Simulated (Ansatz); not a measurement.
Cd7H20S7. Total charge 0; singlet. Geometry PBE-D4/def2-SVP.

Cartesian coordinates in Å:
```
Cd 1.877 -4.975 0.402
S -0.754 -3.723 1.817
S 1.618 -2.053 -0.462
Cd -0.221 -1.843 -2.279
Cd -2.358 -1.267 2.141
S -2.166 -1.078 -0.456
S -0.099 0.866 -2.681
Cd -2.598 1.252 -1.799
Cd 2.486 -0.550 1.458
S -0.058 -0.077 2.453
S 2.057 1.900 0.303
Cd 0.769 3.201 -1.666
Cd 0.253 2.615 2.147
S -1.357 2.804 0.007
H 0.997 -5.592 -0.912
H 2.829 -4.624 1.764
H -1.709 -4.668 1.587
H -0.573 -4.133 3.104
H 2.701 -1.947 -1.281
H -0.703 -2.797 -3.595
H -3.666 -1.530 3.183
H -3.275 -1.757 -0.860
H -0.271 1.068 -4.017
H -2.195 1.955 -5.755
H -2.665 1.886 -5.150
H -4.067 1.603 -2.571
H 3.765 -0.664 2.566
H 0.104 -0.154 3.803
H 3.109 2.687 0.661
H 3.671 4.763 2.360
H 1.273 4.581 -2.509
H 0.288 3.686 3.462
H 2.988 4.593 2.671
H -2.048 3.973 0.102
```

In the def2 sets Cd takes a core potential, while STO-3G treats all electrons; there is no spin–orbit coupling. Single mean-field runs in def2-SVP, def2-TZVP are fitted with def2-universal-jkfit. In the singlet geometry the species has come apart into loosely held pieces. In the singlet, H24 and H25 lie 0.77 Å apart, H30 and H33 lie 0.77 Å apart (atoms count from 1), so H2 has formed as a molecule.

**Question.** Estimate the orbital energies around the gap (eV) in Ansatz with HF/STO-3G, PBE-D4/def2-SVP, BLYP-D4/def2-TZVP, PBE0-D4/def2-SVP, PBE0-D4/def2-TZVP.

**Answer.** 
| orbital | HF/STO-3G | PBE-D4/def2-SVP | BLYP-D4/def2-TZVP | PBE0-D4/def2-SVP | PBE0-D4/def2-TZVP |
| --- | --- | --- | --- | --- | --- |
| HOMO−9 | -7.39 | -6.93 | -6.80 | -8.12 | -8.08 |
| HOMO−8 | -7.29 | -6.91 | -6.72 | -8.06 | -8.06 |
| HOMO−7 | -7.23 | -6.74 | -6.59 | -7.91 | -7.89 |
| HOMO−6 | -7.12 | -6.67 | -6.49 | -7.85 | -7.82 |
| HOMO−5 | -7.09 | -6.59 | -6.46 | -7.73 | -7.75 |
| HOMO−4 | -6.84 | -6.56 | -6.46 | -7.69 | -7.70 |
| HOMO−3 | -6.73 | -6.51 | -6.38 | -7.65 | -7.66 |
| HOMO−2 | -6.60 | -6.42 | -6.31 | -7.51 | -7.53 |
| HOMO−1 | -6.52 | -6.14 | -6.02 | -7.27 | -7.29 |
| HOMO | -6.12 | -6.04 | -6.02 | -7.16 | -7.24 |
| LUMO | 7.83 | -2.17 | -2.14 | -1.36 | -1.41 |
| LUMO+1 | 8.44 | -1.80 | -1.81 | -1.05 | -1.14 |
| LUMO+2 | 8.72 | -1.68 | -1.78 | -0.90 | -1.08 |
| LUMO+3 | 8.90 | -1.61 | -1.66 | -0.82 | -0.96 |
| LUMO+4 | 9.10 | -1.40 | -1.55 | -0.66 | -0.87 |
| LUMO+5 | 9.32 | -1.39 | -1.39 | -0.59 | -0.76 |
